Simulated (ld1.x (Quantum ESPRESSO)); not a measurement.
# Varying the TM semilocal potential for nickel

Base potential:

```json
{"Element": "Ni", "Generator": "ld1.x (Quantum ESPRESSO) 7.5", "Type": "norm-conserving Troullier–Martins (semilocal form)", "Functional": "PBE", "Relativity": "scalar-relativistic", "Frozen core": "[Ne] 3s2", "Valence charge": "16", "Reference configuration": "3p6 3d8 4s2 4p0", "Partial waves": "3p (bound): rc 1.10 bohr; 3d (bound): rc 1.65 bohr; 4s (bound): rc 2.10 bohr", "Local potential": "the s channel", "Core correction": "none"}
```

Cutoffs, loose and tight: the cutoffs (Ry, on a coarse ladder) from which the occupation-weighted sum of valence levels, in a spherical-Bessel basis at the reference potential, stays within 10 and 1 mRy of its value at 400 Ry. They do not see the model core or the augmentation charge, which bear on the density cutoff. Test errors are all-electron minus pseudo excitation energies from the reference, over the configurations 3p6 3d8 4s1 4p0; 3p6 3d8 4s0 4p0; 3p6 3d7 4s0 4p0; 3p6 3d8.5 4s1.5 4p0; 3p6 3d8 4s0 4p2; 3p6 3d6 4s0 4p0; 3p6 3d9 4s1 4p0. A dash means not determined; rows that change the core or the reference have their own tests. The largest error is taken over the tests solved by every variant that gives reliable tests at all: 3p6 3d6 4s0 4p0; 3p6 3d7 4s0 4p0; 3p6 3d8 4s0 4p0; 3p6 3d8 4s0 4p2; 3p6 3d8 4s1 4p0.

A semilocal file is local in each channel, so a ghost entry of none says nothing of the separable form that plane-wave codes build from it.

```tsv
change	outcome	cutoff, loose	cutoff, tight	bound ghosts	largest test error (meV)
base	generated	110 Ry	180 Ry	none	+60
all radii scaled by about 0.79 (s 1.66, p 0.86, d 1.30 bohr)	generated	160 Ry	300 Ry	none	+61
all radii scaled by about 0.85 (s 1.78, p 0.92, d 1.40 bohr)	generated	140 Ry	230 Ry	none	+66
all radii scaled by about 0.94 (s 1.98, p 1.04, d 1.56 bohr)	generated	120 Ry	200 Ry	none	+72
all radii scaled by about 1.05 (s 2.20, p 1.16, d 1.74 bohr)	generated	100 Ry	180 Ry	none	-55
all radii scaled by about 1.10 (s 2.30, p 1.20, d 1.82 bohr)	generated	90 Ry	160 Ry	none	-103
all radii scaled by about 1.18 (s 2.48, p 1.30, d 1.96 bohr)	generated	90 Ry	160 Ry	none	-198
all radii scaled by about 1.31 (s 2.74, p 1.44, d 2.16 bohr)	generated	80 Ry	140 Ry	none	-371
all radii scaled by about 1.36 (s 2.86, p 1.50, d 2.24 bohr)	generated	80 Ry	140 Ry	none	-433
```

Reading the sweep of the scale of all radii (base = 1) (base included, trends over the rows without a ghost): The loose cutoff falls from 160 Ry at 0.79 to 80 Ry at 1.36. A larger radius leaves more room for a smooth pseudo-wave, so fewer plane waves are needed; a smaller one forces it to follow the all-electron wave where it bends sharply. The median size of the test errors (rows with all tests solved) is not monotonic: lowest 5.9 meV at 1.18, highest 83.3 meV at 1.36.
